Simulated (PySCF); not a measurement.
YO2, SMILES [O]=[Y]=[O] (connectivity only; charge and spin as stated), neutral, multiplicity 2. Coordinates come from a PBE-D3(BJ)/def2-TZVP optimisation. The def2 effective core potentials stand for the cores of Y; spin–orbit coupling is left out.

The numbers are results of PBE-D3(BJ)/def2-TZVP run with PySCF, not measurements.

Harmonic wavenumbers (cm⁻¹): 118, 511, 686. Rotational constants (GHz): 25.82, 5.583, 4.590; symmetry number 2.

Problem. Work out the zero-point energy and the ideal-gas rigid-rotor harmonic-oscillator thermochemistry at 298.15 K and 1 atm.

Solution. ZPE = ½ Σ hcν = ½ × 1315 cm⁻¹ = 7.86 kJ/mol. H − E(el) = 20.50 kJ/mol. Entropy in J/(mol K): translation 168.55, rotation 93.40, vibration 17.11, spin 5.76, total 284.82. G − E(el) = -64.42 kJ/mol. Cp = 50.07 J/(mol K). Modes under 150 cm⁻¹ make the vibrational entropy uncertain.
